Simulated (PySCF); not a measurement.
Cl$_{2}$HOSi, F$_{2}$HOSi (calculated)

Computed with PySCF 2.14.0. Calculation on a computer-drawn molecule: the log of a Hartree-Fock and frozen-core CCSD(T) single point meant for a local Hartree-Fock minimum, with one planted fault or none, to be diagnosed. Offsets are logged minus clean, where the clean run is the same molecule without the fault. The reference is restricted for singlets and unrestricted otherwise, and also for a bond in bohr or an excited solution. Adding or removing an electron swaps singlet and doublet. The excited solution moves the top pair (singlet) or top alpha electron (doublet) to the lowest empty orbital. Highest occupied and lowest empty are orbital energies over both spins, largest force is the largest gradient component, triples share is (T) over the correlation energy, the T1 limit is 0.02 restricted and 0.045 unrestricted, electrons count all cores, a negative frequency is imaginary (commonest isotopes), and the dipole is about the centre of nuclear charge.

Common to all runs: meant multiplicity 1; logged SCF converged yes; logged SCF stable within its kind yes; possible faults no fault, one electron removed, one electron added, multiplicity raised by two, geometry at a saddle point, SCF held on an excited solution, minimal basis STO-3G, one bond length entered in bohr, all coordinates scaled.

```yaml
- entry: 1
  formula: Cl2HOSi
  logged_structure:
    atoms_angstrom:
      - [O, 0.5297, 2.4903, -0.3731]
      - [Si, 0.7066, 1.4989, -1.5593]
      - [Cl, 2.0928, 1.9151, -2.8532]
      - [Cl, -0.4045, -0.0897, -1.7494]
      - [H, -0.0753, 2.4854, 0.3643]
  given:
    meant_charge: 1
    meant_basis: "cc-pV(D+d)Z"
    logged_electrons: 56
    logged_basis_functions: 88
    logged_spin_squared: 2.0118
    "logged_highest_occupied [eV]": -12.207
    "logged_lowest_empty [eV]": -9.9217
    "logged_largest_force [hartree/bohr]": 0.14942
    "logged_dipole_magnitude [debye]": 6.0154
    "logged_energy_HF [hartree]": -1282.9965
    drawn_bonds_atom: [1, 2, 2, 1]
    drawn_bonds_other_atom: [2, 3, 4, 5]
    drawn_bonds_order: [1, 1, 1, 1]
  results:
    planted_fault: "multiplicity raised by two"
    "HF_energy_offset_from_clean_run [kcal/mol]": 154.3
  notes: ["coupled-cluster numbers left out as unreliable"]
- entry: 2
  formula: F2HOSi
  logged_structure:
    atoms_angstrom:
      - [O, -0.9227, -0.603, 1.2781]
      - [Si, 0.0038, 0.0013, -0.0329]
      - [F, 0.4102, 1.4883, 0.6486]
      - [F, -1.2729, 0.6292, -0.9367]
      - [H, -1.5449, 0.0354, 1.5927]
  given:
    meant_charge: -1
    meant_basis: "aug-cc-pV(D+d)Z"
    logged_electrons: 41
    logged_basis_functions: 110
    logged_spin_squared: 0.7526
    "logged_highest_occupied [eV]": -13.066
    "logged_lowest_empty [eV]": -1.1524
    "logged_largest_force [hartree/bohr]": 0.096281
    logged_T1_diagnostic: 0.017737
    logged_D1_diagnostic: 0.06497
    logged_triples_share: 0.026377
    logged_CC_converged: "yes"
    "logged_dipole_magnitude [debye]": 2.2594
    "logged_energy_HF [hartree]": -563.40511
    "logged_energy_CCSD(T) [hartree]": -564.12809
    drawn_bonds_atom: [1, 2, 2, 1]
    drawn_bonds_other_atom: [2, 3, 4, 5]
    drawn_bonds_order: [1, 1, 1, 1]
  results:
    planted_fault: "one electron removed"
    "HF_energy_offset_from_clean_run [kcal/mol]": 45.17
    "CCSD(T)_energy_offset_from_clean_run [kcal/mol]": 66.13
```
